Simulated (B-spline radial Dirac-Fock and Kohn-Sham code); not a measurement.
K-line shifts caused by a second vacancy in Pb¹⁷⁺

System: the Pb¹⁷⁺ ion in the configuration [Kr] 4d10 4f14 5s2 5p3.

Calculated with a radial atomic solver, using multi-electron Dirac-Fock with separately optimised hole states, Breit and Lamb-shift corrections added in first order. Each two-hole energy is an average over J within one jj subconfiguration, not an observable level; in light atoms, where LS coupling holds, the j-resolved values are not observed lines, and for a K spectator the Kα1 hypersatellite is nearly forbidden. The model has no electron correlation.

Lines without a spectator: Kα2 (K-L2) 72803.8 eV, Kα1 (K-L3) 74968.6 eV, Kβ3 (K-M2) 84452.4 eV, Kβ1 (K-M3) 84940.8 eV. Shifts in eV with one spectator hole (a dash: not computed, or left out as unreliable):

```tsv
spectator hole	Kα2	Kα1	Kβ3	Kβ1
K (1s)	+1152.0	+1261.9	+1498.8	+1524.9
L2 (2p1/2)	+153.1	+213.4	–	+389.7
L3 (2p3/2)	+103.5	+118.9	+272.3	–
M2 (3p1/2)	–	+35.4	+64.2	+77.1
M3 (3p3/2)	+16.86	–	+51.0	+53.1
M4 (3d3/2)	+5.60	+2.45	–	–
M5 (3d5/2)	-0.36	+4.46	–	–
```
